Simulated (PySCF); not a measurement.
BaSe: from constants to spectrum

RHF-CCSD(T) constants of BaSe, ¹Σ⁺ (singlet), closed shell (Ba x2c-TZVPPall, Se x2c-TZVPPall; spin-free X2C with a Gaussian nucleus (PySCF 2.14); masses 137.9052 and 79.9165 u):

```
ωe              : 245.2 cm⁻¹
ωexe            : 0.424 cm⁻¹
Be              : 0.046902 cm⁻¹
αe              : 0.000108 cm⁻¹
D (centrifugal) : 6.87e-09 cm⁻¹
De to Ba + Se   : 3.58 eV
```

(1) Give the band origin of the fundamental and the first lines of its P and R branches.

(2) Near which J would the R branch turn back, without centrifugal distortion?

Correlated steps freeze 27 core orbitals. Spin–orbit coupling is left out, which matters for elements this heavy, above all for dissociation energies. Where the molecule has an RHF reference, its open-shell atoms are computed with UHF.

## Answers

(1) ν0 = ωe − 2ωexe = 244.4 cm⁻¹, B0 = 0.046848, B1 = 0.046740 cm⁻¹.

```tsv
J″	P(J″) − ν0	R(J″) − ν0
0		0.093
1	-0.094	0.187
2	-0.188	0.280
3	-0.282	0.373
4	-0.376	0.465
5	-0.471	0.558
6	-0.565	0.650
```

(2) At J ≈ (B0 + B1)/(2(B0 − B1)) − 1 ≈ 430.
